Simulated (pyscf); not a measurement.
**Routes from `[C]1=[N][CH2]1` [doublet]**

Candidate steps break at most two bonds and form at most two. Each was searched with GFN2-xTB (tblite) first. Structures and frequencies: ωB97X-D3(BJ)/def2-SVP in PySCF. Correlated levels are frozen-core, on RHF or UHF. ΔMP2 is the change of the MP2 total energy from the triple- to the quadruple-zeta basis. Energies: CCSD(T)/def2-TZVPP + ΔMP2(QZVPP), kcal/mol, from the reactant's lowest minimum found, doublet surface; ΔG‡ with ideal gas, 1 atm, RRHO with modes under 100 cm⁻¹ raised to 100, one conformer, R ln 2 for chiral ones without a mode under 150 cm⁻¹.

| products | type | ΔE‡ | ΔE | ΔG‡ 298 K | ΔG‡ 900 K | ν‡ (cm⁻¹) |
|---|---|---|---|---|---|---|
| •H₂C–C≡N | ring opening | 3.4 | -50.7 | 1.6 | 1.4 | 611i |
| cyclic C₂H₂N (SMILES [C]1=CN1) [doublet] | hydrogen shift | 60.6 | +28.2 | 56.7 | 56.2 | 965i |

Plain bond fissions and candidates not yet searched are not listed, and one of them may be faster. Each barrier is that of the saddle found; lower ones may exist. The CCSD(T) − MP2 part came from Ansatz, without density fitting, on the same reference. A UHF reference is spin-contaminated (<S²> up to 1.06), which harms MP2 most.
